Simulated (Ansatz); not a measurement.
`CCB(F)Cl` + H₂S → `CCB(S)Cl` + H–F at 400 K and 1 bar (ligand exchange at a B–F bond).

Gas-phase electronic energies from Ansatz, PBE0-D4/def2-TZVP geometries. CBS: MP2 limit from def2 TZ/QZ plus the TZ coupled-cluster correction, frozen cores. This one scheme is used for every species. One conformer a species, not always the lowest.

```json
{"species": "`CCB(F)Cl`", "CCSD(T)/CBS energy (Eh)": "-663.59538", "H − E (kJ/mol)": "222.1", "S (J/(mol·K))": "365.5"}
{"species": "H₂S", "CCSD(T)/CBS energy (Eh)": "-398.97279", "H − E (kJ/mol)": "53.4", "S (J/(mol·K))": "215.9"}
{"species": "`CCB(S)Cl`", "CCSD(T)/CBS energy (Eh)": "-962.14888", "H − E (kJ/mol)": "244.9", "S (J/(mol·K))": "390.3"}
{"species": "H–F", "CCSD(T)/CBS energy (Eh)": "-100.39570", "H − E (kJ/mol)": "36.5", "S (J/(mol·K))": "182.2"}
```

H − E and S are ideal-gas, rigid-rotor, harmonic terms from PBE0-D4/def2-TZVP, for one conformer and one mirror image of each species. 1 Eh = 2625.50 kJ/mol, R = 8.31446 J/(mol·K).

Task: By hand: ΔE, ΔH, ΔS and ΔG.

Result: ΔE = (-962.14888) + (-100.39570) − (-663.59538) − (-398.97279) = 0.02359 Eh = 61.9 kJ/mol. Δ(H − E) = 244.9 + 36.5 − 222.1 − 53.4 = 5.9, so ΔH = 67.8 kJ/mol. ΔS = 390.3 + 182.2 − 365.5 − 215.9 = -8.9 J/(mol·K). ΔG = 67.8 − 400 × (-8.9)/1000 = 71.4 kJ/mol.

Task: By hand: the equilibrium constant, and the temperature at which ΔG would vanish if ΔH and ΔS stayed fixed.

Result: log₁₀ K = −ΔG/(RT ln 10) = -9.3. ΔH and −TΔS have one sign here, so there is no such temperature.

The number of gas molecules stays the same, so ΔS is small and ΔH decides. A doubt of 5 kJ/mol in ΔE shifts log₁₀ K by 0.7 here. Other conformers and mirror images would add mixing entropy, several J/(mol·K) or more a flexible species. Modes under 60 cm⁻¹, often nearly free rotors, make the harmonic entropy too high. These are equilibria of isolated gas molecules and say nothing of rates. Largest T1 diagnostic: 0.012 (customary marks: 0.02 for closed shells, 0.045 for open ones).

ΔS is within the doubt of such terms, so its sign, and with it that verdict, could turn.
